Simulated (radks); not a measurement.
The numbers below are computed, except where a source is named.
Q: A nucleus of charge 31.75 with 31 electrons, 31 electrons, occupied as [Ar] 3d10 4s2 4p1. Code: a radial shooting solver on a logarithmic mesh with Libxc functionals. Model: scalar-relativistic Kohn-Sham, LDA (Slater exchange, Perdew-Wang correlation), spin-polarised, spherical densities, finite nucleus; open shells are filled with parallel spins first; Fermi nuclear charge, rms radius 4.0742 fm. Some entries of the table are withheld. Estimate them.

| orbital | occ. | eigenvalue (hartree) | <1/r> (bohr^-1) |
|---|---|---|---|
| 1s up | 1 | -395.5088 | 32.06 |
| 1s down | 1 | -395.5075 | 32.06 |
| 2s up | 1 | -49.53802 | 7.028 |
| 2s down | 1 | -49.53750 | 7.028 |
| 2p up | 3 | -43.32960 | 6.899 |
| 2p down | 3 | -43.32862 | 6.899 |
| 3s up | 1 | -6.20936 | 2.257 |
| 3s down | 1 | -6.20793 | 2.257 |
| 3p up | 3 | (1) | 2.105 |
| 3p down | 3 | (2) | 2.105 |
| 3d up | 5 | -1.22625 | (3) |
| 3d down | 5 | -1.22259 | (4) |
| 4s up | 1 | (5) | 0.6263 |
| 4s down | 1 | (6) | 0.6292 |
| 4p up | 1 | -0.34241 | 0.4852 |
| 4p down | 0 | -0.31458 | 0.4820 |

A: 
(1) 3p up eigenvalue (hartree): -4.31909
(2) 3p down eigenvalue (hartree): -4.31731
(3) 3d up <1/r> (bohr^-1): 1.748
(4) 3d down <1/r> (bohr^-1): 1.752
(5) 4s up eigenvalue (hartree): -0.64089
(6) 4s down eigenvalue (hartree): -0.61349
